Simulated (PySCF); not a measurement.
CH5ClFNSi.

```xyz
10

N     -1.4128    -1.2535     0.2089
Si    -0.3677    -0.0210    -0.3552
Cl    -0.4950     1.8020     0.6880
C      1.4363    -0.5351    -0.1022
F      1.7179    -1.6897    -0.8202
H     -2.3831    -1.2878    -0.0877
H     -1.2894    -1.6764     1.1238
H     -0.7085     0.2540    -1.7699
H      1.6388    -0.7116     0.9710
H      2.1146     0.2744    -0.4272
```

The structure is a stationary point at B3LYP-D3(BJ)/def2-SVP. The structure was generated by enumeration; whether it is a known compound was not checked. One conformer was computed; it need not be the lowest.

These are HF/pcSseg-1 run with PySCF values and carry that method's errors. Non-relativistic, no solvent.

Question: Give the absolute GIAO shielding of each atom: isotropic value and principal components (ppm). (An estimate is asked for; the answer gives what the named calculation found.)

Answer: 
```tsv
atom	σ(iso)	σ11	σ22	σ33	span
N1	243.0	229.0	237.6	262.4	33.4
Si2	406.9	377.4	397.3	445.9	68.5
Cl3	954.2	847.7	954.4	1060.4	212.7
C4	121.4	80.2	96.9	187.2	106.9
F5	492.7	450.9	493.9	533.3	82.4
H6	30.1	23.1	25.4	42.0	18.9
H7	30.4	23.5	26.3	41.5	18.0
H8	26.9	23.3	25.0	32.5	9.1
H9	27.5	23.7	28.0	30.9	7.2
H10	27.5	23.1	28.3	31.1	8.0
```
